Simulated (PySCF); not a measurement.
Species: C₇H₈O.
Numbering: `[CH2:1]=[CH:2][CH2:3][c:4]1[cH:5][cH:6][o:7][cH:8]1`

Geometry (PBE0-D3(BJ)/def2-SVP, Å), atoms numbered from 1 in this order:
```
atom  x, y, z in Å
C1    -2.714    0.326   -0.765
C2    -1.795    0.021    0.152
C3    -0.755   -1.050    0.006
C4     0.640   -0.512    0.101
C5     1.225    0.518   -0.710
C6     2.501    0.674   -0.261
O7     2.748   -0.170    0.760
C8     1.622   -0.881    0.975
H9    -3.443    1.124   -0.600
H10   -2.774   -0.216   -1.715
H11   -1.759    0.592    1.088
H12   -0.895   -1.811    0.793
H13   -0.895   -1.566   -0.959
H14    0.743    1.068   -1.516
H15    3.322    1.323   -0.557
H16    1.659   -1.614    1.777
```

Definitions: NICS(0) = −σiso at the ring centroid; NICS(1) = −σiso and NICS(1)zz = −σzz at ±1 Å along the ring normal z. Level: GIAO KT3/pcSseg-1 (PySCF, non-relativistic, gas phase) on the PBE0-D3(BJ)/def2-SVP geometry, one conformer.

Ring bond lengths (Å): C4–C5 1.436, C5–C6 1.362, C6–O7 1.348, O7–C8 1.349, C8–C4 1.365.

Question: Give the NICS values of each ring in ppm.

Answer: 
```csv
ring,type,NICS(0),"NICS(1), two faces","NICS(1)zz, two faces",rms pucker (Å),"centre to ring atoms, mean (Å)"
C4–C5–C6–O7–C8,5-membered ring with O; formal bonds all aromatic,-12.4,-10.2 / -10.1,-25.9 / -25.8,0.00,1.17
```

Question: What do they say, and how far can they be read as aromaticity?

Answer: 
- C4–C5–C6–O7–C8: mean NICS(1)zz -25.8 ppm, shielded. The ring is flat and has no four-coordinate atom; by the NICS criterion it is aromatic.

Question: And the bond-length index? HOMA = 1 − mean of α(R − Ropt)² over the ring bonds, with Krygowski's 1993 parameters (CC: Ropt 1.388 Å, α 257.7 Å⁻²; CO: Ropt 1.265 Å, α 157.38 Å⁻²).

Answer: 
- C4–C5–C6–O7–C8: HOMA 0.38; the largest term is that of O7–C8, α(R − Ropt)² = 1.11.

Question: What is the mean of the two in-plane components of NICS at the first NICS(1) probe listed for ring C4–C5–C6–O7–C8, 1 Å off the ring?

Answer: The isotropic value is a third of the trace: (3 × -10.2 − (-25.9))/2 = -2.3 ppm.

Question: What are the shieldings of the ring atoms and their hydrogens in the same run (means over atoms taken as equivalent)?

Answer: 
```json
{"atoms": "C4", "environment": "substituted aromatic carbon", "σ isotropic (ppm)": "63.8", "principal values of the symmetric part, first atom (ppm)": "-5.5, 50.2, 146.7"}
{"atoms": "C5", "environment": "aromatic CH carbon", "σ isotropic (ppm)": "75.6", "principal values of the symmetric part, first atom (ppm)": "-4.3, 74.7, 156.2"}
{"atoms": "C6", "environment": "aromatic CH next to a ring oxygen", "σ isotropic (ppm)": "47.4", "principal values of the symmetric part, first atom (ppm)": "-19.6, 55.8, 106.0"}
{"atoms": "O7", "environment": "furan-type oxygen", "σ isotropic (ppm)": "42.1", "principal values of the symmetric part, first atom (ppm)": "-88.4, -25.2, 240.0"}
{"atoms": "C8", "environment": "aromatic CH next to a ring oxygen", "σ isotropic (ppm)": "51.5", "principal values of the symmetric part, first atom (ppm)": "-12.2, 64.1, 102.5"}
{"atoms": "H14", "environment": "aromatic hydrogen", "σ isotropic (ppm)": "25.00", "principal values of the symmetric part, first atom (ppm)": "22.7, 24.8, 27.5"}
{"atoms": "H15", "environment": "aromatic hydrogen", "σ isotropic (ppm)": "24.09", "principal values of the symmetric part, first atom (ppm)": "21.4, 24.9, 26.0"}
{"atoms": "H16", "environment": "aromatic hydrogen", "σ isotropic (ppm)": "24.20", "principal values of the symmetric part, first atom (ppm)": "21.6, 24.9, 26.0"}
```

Question: How do the values depend on the level or the medium?

Answer: 
| level | NICS(0), C4–C5–C6–O7–C8 | mean NICS(1)zz, C4–C5–C6–O7–C8 |
| --- | --- | --- |
| KT3/pcSseg-1, gas | -12.4 | -25.8 |
| PBE0/pcSseg-1, gas | -12.0 | -26.2 |

The geometry is the same throughout.

Hardware: Arm Neoverse V1, one thread (shared host). Cost: 34 s of wall time. This is the whole shielding run at KT3/pcSseg-1, SCF included.
